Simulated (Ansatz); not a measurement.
`BC1[SiH2]S1` + `[AsH3]` → `B[AsH2]` + `C1[SiH2]S1` at 400 K and 1 bar (ligand exchange at a B–C bond).

Isolated molecules relaxed with PBE0-D4/def2-TZVP in Ansatz; ΔE leaves out vibrations. CCSD(T)/CBS adds triple-zeta CCSD(T) − MP2 to the extrapolated MP2 energy (def2 sets, frozen cores). For As outer-core shells are correlated without core-valence functions, which leaves a few kJ/mol of doubt a bond. Scalar relativity is left out up to krypton.

```csv
species,CCSD(T)/CBS energy (Eh),H − E (kJ/mol),S (J/(mol·K))
`BC1[SiH2]S1`,-752.69150,174.6,338.5
`[AsH3]`,-2236.79077,72.0,234.9
`B[AsH2]`,-2262.17165,113.6,288.1
`C1[SiH2]S1`,-727.30403,138.5,299.2
```

H − E and S are ideal-gas, rigid-rotor, harmonic terms from PBE0-D4/def2-TZVP, for one conformer and one mirror image of each species. 1 Eh = 2625.50 kJ/mol, R = 8.31446 J/(mol·K).

Question: By hand: ΔE, ΔH, ΔS and ΔG.

Answer: ΔE = (-2262.17165) + (-727.30403) − (-752.69150) − (-2236.79077) = 0.00659 Eh = 17.3 kJ/mol. Δ(H − E) = 113.6 + 138.5 − 174.6 − 72.0 = 5.5, so ΔH = 22.8 kJ/mol. ΔS = 288.1 + 299.2 − 338.5 − 234.9 = 13.9 J/(mol·K). ΔG = 22.8 − 400 × (13.9)/1000 = 17.2 kJ/mol.

Question: By hand: the equilibrium constant, and the temperature at which ΔG would vanish if ΔH and ΔS stayed fixed.

Answer: log₁₀ K = −ΔG/(RT ln 10) = -2.2. ΔG = 0 at ΔH/ΔS = 1640 K, though so small a ΔS makes that figure unsure.

The number of gas molecules stays the same, so ΔS is small and ΔH decides. A doubt of 5 kJ/mol in ΔE shifts log₁₀ K by 0.7 here. Other conformers and mirror images would add mixing entropy, several J/(mol·K) or more a flexible species. These are equilibria of isolated gas molecules and say nothing of rates. Largest T1 diagnostic: 0.014 (customary marks: 0.02 for closed shells, 0.045 for open ones).
